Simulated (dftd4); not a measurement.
The dftd4 input:
```
$ dftd4 mol.xyz --func hf --charge 1 --json dftd4.json --noedisp --property

# file mol.xyz
4

Sb    -0.00424655    -0.01061037     0.90041461
Br     0.54273096    -2.14698769    -0.46015488
Br     1.59562012     1.54932591    -0.41163234
Br    -2.13216325     0.61312260    -0.44024549
```

### Question
Give the dispersion energy at the level dftd4 with D4 for hf.

### Answer
-13.24 kcal/mol

### Question
What is the computed partial charges in atom order (D4 for hf)?

### Answer
Sb1 0.49, Br2 0.17, Br3 0.17, Br4 0.17
